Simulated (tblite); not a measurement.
C₆H₇S (doublet state).
Numbering: `[CH2:1][C:2]#[C:3][CH2:4][S:5][CH:6]=[CH2:7]` (hydrogens: H8, H9 on C1; H10, H11 on C4; H12 on C6; H13, H14 on C7)
Bond orders are those of one Lewis drawing.

Computed with GFN2-xTB (tblite), gas phase: L-BFGS steps from a force-field or distance-geometry start until the largest atomic force falls under 0.01 eV/Å.

Step 58: E = -530.3731 eV
```
atom  x, y, z in Å  |  force x, y, z in eV/Å
C1      1.9693    2.2400   -0.7148    0.006   0.001  -0.012
C2      1.6639    1.0506   -0.1643    0.005   0.007  -0.005
C3      1.4490   -0.0480    0.3371   -0.042  -0.009   0.026
C4      0.9406   -1.2635    0.8787   -0.001   0.001  -0.006
S5     -0.8812   -1.1177    1.2716   -0.028  -0.028   0.017
C6     -1.5107   -0.6080   -0.2846    0.009  -0.035  -0.015
C7     -2.7989   -0.6092   -0.5817   -0.003  -0.005  -0.007
H8      2.2790    2.3053   -1.7433   -0.013   0.022   0.016
H9      1.8838    3.1461   -0.1417    0.031  -0.013  -0.014
H10     1.0598   -2.1072    0.1963    0.001   0.009  -0.014
H11     1.3825   -1.5043    1.8472    0.017   0.022  -0.007
H12    -0.7497   -0.2720   -0.9720    0.025   0.013   0.014
H13    -3.1452   -0.2617   -1.5395   -0.008  -0.014   0.003
H14    -3.5429   -0.9511    0.1169    0.002   0.030   0.003
```

Step 59: E = -530.3737 eV
```
atom  x, y, z in Å  |  force x, y, z in eV/Å
C1      1.9661    2.2382   -0.7147    0.020   0.031  -0.039
C2      1.6608    1.0499   -0.1619    0.014   0.042  -0.029
C3      1.4468   -0.0493    0.3378   -0.045  -0.027   0.025
C4      0.9405   -1.2653    0.8797    0.006   0.010  -0.008
S5     -0.8818   -1.1216    1.2703   -0.023  -0.038   0.037
C6     -1.5084   -0.6102   -0.2855   -0.002  -0.007  -0.014
C7     -2.7966   -0.6079   -0.5827   -0.020  -0.005  -0.018
H8      2.2673    2.3049   -1.7467   -0.025   0.005   0.049
H9      1.8918    3.1462   -0.1419    0.026  -0.032  -0.012
H10     1.0610   -2.1090    0.1974    0.005   0.011  -0.001
H11     1.3842   -1.5005    1.8486    0.008   0.000  -0.005
H12    -0.7467   -0.2678   -0.9689    0.024  -0.002   0.004
H13    -3.1433   -0.2588   -1.5399    0.002  -0.010   0.003
H14    -3.5424   -0.9492    0.1140    0.010   0.021   0.007
```

Step 60: E = -530.3743 eV
```
atom  x, y, z in Å  |  force x, y, z in eV/Å
C1      1.9633    2.2376   -0.7146    0.025   0.039  -0.045
C2      1.6582    1.0498   -0.1601    0.014   0.055  -0.036
C3      1.4426   -0.0498    0.3379   -0.039  -0.020   0.015
C4      0.9395   -1.2667    0.8801    0.006   0.013   0.000
S5     -0.8835   -1.1276    1.2696   -0.013  -0.041   0.041
C6     -1.5059   -0.6130   -0.2865   -0.012   0.018  -0.006
C7     -2.7940   -0.6069   -0.5838   -0.023  -0.004  -0.021
H8      2.2547    2.3045   -1.7498   -0.026  -0.005   0.052
H9      1.9018    3.1469   -0.1422    0.020  -0.044  -0.003
H10     1.0623   -2.1110    0.1986    0.008   0.016   0.007
H11     1.3840   -1.4966    1.8497    0.008  -0.016  -0.002
H12    -0.7424   -0.2648   -0.9652    0.015  -0.018  -0.002
H13    -3.1404   -0.2558   -1.5401    0.003  -0.005  -0.004
H14    -3.5410   -0.9472    0.1123    0.013   0.012   0.006
```

Step 61: E = -530.3748 eV
```
atom  x, y, z in Å  |  force x, y, z in eV/Å
C1      1.9614    2.2378   -0.7149    0.024   0.028  -0.039
C2      1.6563    1.0505   -0.1592    0.003   0.046  -0.028
C3      1.4363   -0.0491    0.3373   -0.024  -0.004   0.002
C4      0.9379   -1.2675    0.8800    0.001   0.014   0.012
S5     -0.8860   -1.1353    1.2692   -0.002  -0.036   0.025
C6     -1.5033   -0.6160   -0.2876   -0.017   0.034   0.011
C7     -2.7913   -0.6063   -0.5850   -0.014   0.001  -0.019
H8      2.2419    2.3045   -1.7524   -0.019  -0.008   0.031
H9      1.9131    3.1477   -0.1427    0.014  -0.043   0.014
H10     1.0635   -2.1127    0.2000    0.010   0.023   0.009
H11     1.3819   -1.4931    1.8505    0.018  -0.024   0.002
H12    -0.7369   -0.2633   -0.9612   -0.001  -0.033  -0.005
H13    -3.1372   -0.2527   -1.5402   -0.003  -0.001  -0.013
H14    -3.5383   -0.9451    0.1119    0.010   0.004  -0.001
```

**Question.** Estimate the geometry and energy of step 62. (The exact step hangs on the optimiser's Hessian estimate; all steps are aligned on step 61, rigid shifts and turns removed.)

**Answer.** E = -530.3752 eV, largest force 0.045 eV/Å
```
atom  x, y, z in Å  |  force x, y, z in eV/Å
C1      1.9601    2.2384   -0.7156    0.018   0.011  -0.023
C2      1.6549    1.0514   -0.1591   -0.011   0.017  -0.013
C3      1.4313   -0.0484    0.3366   -0.007   0.023  -0.010
C4      0.9368   -1.2678    0.8801   -0.003   0.011   0.021
S5     -0.8879   -1.1415    1.2692    0.001  -0.027   0.004
C6     -1.5015   -0.6169   -0.2879   -0.017   0.033   0.024
C7     -2.7894   -0.6056   -0.5862   -0.001   0.005  -0.010
H8      2.2311    2.3043   -1.7549   -0.011  -0.004   0.008
H9      1.9217    3.1478   -0.1423    0.013  -0.038   0.020
H10     1.0649   -2.1140    0.2017    0.010   0.028   0.005
H11     1.3798   -1.4916    1.8514    0.028  -0.021   0.003
H12    -0.7327   -0.2627   -0.9584   -0.014  -0.040  -0.003
H13    -3.1343   -0.2496   -1.5406   -0.010   0.000  -0.018
H14    -3.5356   -0.9442    0.1116    0.005   0.001  -0.010
```

The energy changes by -0.0004 eV. The first-order estimate −F·Δx gives -0.0005 eV and the mean of the old and new forces, exact on a quadratic surface, -0.0003 eV. The step makes an angle of 79° with the force vector and moves no atom by more than 0.011 Å.

The cost below is that of the whole relaxation. On an Arm Neoverse V2 with one thread, shared host, this took 0.51 s.
